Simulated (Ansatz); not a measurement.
C$_{2}$H$_{6}$O$_{3}$SSi, SMILES `C=CS[Si](O)(O)O`, relaxed with RKS PBE0-D4/def2-TZVP in Ansatz from a GFN2-xTB geometry. The force threshold is 0.005 eV/Å; the program also tests the step.

The species carries charge 0 and has multiplicity 1.

Start:

```xyz
13

C     0.487    0.325    2.067
C     1.303   -0.531    1.478
S     1.195   -1.154   -0.157
Si   -0.388   -0.057   -1.116
O    -0.538   -0.689   -2.604
O     0.048    1.499   -1.076
O    -1.841   -0.188   -0.412
H    -0.368    0.746    1.569
H     0.660    0.631    3.084
H     2.155   -0.956    1.984
H     0.226   -0.812   -3.160
H    -0.608    2.187   -1.161
H    -2.332   -1.000   -0.496
```

```tsv
step	energy (eV)	largest force (eV/Å)	largest move (Å)
1	-27018.6171	0.592	0.000
2	-27018.6388	0.292	0.054
3	-27018.6457	0.155	0.037
4	-27018.6486	0.092	0.021
5 (rejected)	-27018.6484	0.286	0.027
6	-27018.6515	0.065	0.013
7	-27018.6531	0.121	0.100
8 (rejected)	-27018.6528	0.185	0.022
9	-27018.6544	0.042	0.011
10	-27018.6545	0.059	0.030
11	-27018.6549	0.034	0.019
12	-27018.6549	0.032	0.011
13 (rejected)	-27018.6548	0.040	0.034
14	-27018.6552	0.011	0.017
15	-27018.6555	0.027	0.051
16	-27018.6556	0.037	0.020
17	-27018.6558	0.064	0.050
18	-27018.6559	0.047	0.009
19	-27018.6560	0.019	0.009
20	-27018.6561	0.006	0.020
21	-27018.6561	0.011	0.031
22	-27018.6562	0.007	0.004
23	-27018.6562	0.005	0.002
24	-27018.6562	0.007	0.006
25	-27018.6562	0.009	0.004
26	-27018.6562	0.006	0.004
27	-27018.6562	0.004	0.001
```

End:

```xyz
13

C     0.441    0.279    2.087
C     1.288   -0.499    1.429
S     1.081   -1.268   -0.142
Si   -0.375   -0.072   -1.126
O    -0.506   -0.735   -2.612
O     0.120    1.477   -1.114
O    -1.864   -0.079   -0.457
H    -0.537    0.542    1.702
H     0.721    0.678    3.055
H     2.251   -0.752    1.862
H     0.290   -0.807   -3.142
H    -0.565    2.147   -1.081
H    -2.343   -0.910   -0.462
```

Hardware: 2 threads of an AMD EPYC 7R13 on a shared host and a share of an NVIDIA H100 80 GB. Wall time 68 s, peak host memory 0.9 GiB.
